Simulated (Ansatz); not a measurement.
`COCCOCCOC`, charge 0, multiplicity 1.

Give a relaxed structure at PBE0-D4/def2-TZVP (the Gaussian-basis code of Ansatz). (Estimate.)

The calculation gave: 
```xyz
23

C     3.056    0.725    1.101
O     2.223    0.163    2.080
C     1.232   -0.687    1.563
C     0.010    0.079    1.093
O    -0.896   -0.857    0.571
C    -2.156   -0.325    0.236
C    -2.190    0.507   -1.032
O    -2.002   -0.231   -2.210
C    -0.659   -0.496   -2.527
H     2.511    1.377    0.406
H     3.806    1.323    1.620
H     3.565   -0.055    0.518
H     1.624   -1.293    0.734
H     0.941   -1.370    2.365
H    -0.435    0.620    1.941
H     0.298    0.824    0.340
H    -2.542    0.286    1.068
H    -2.820   -1.183    0.107
H    -1.466    1.334   -0.978
H    -3.187    0.955   -1.103
H    -0.195   -1.187   -1.816
H    -0.648   -0.942   -3.522
H    -0.070    0.432   -2.554
```
This is one stationary point; other conformers may exist.
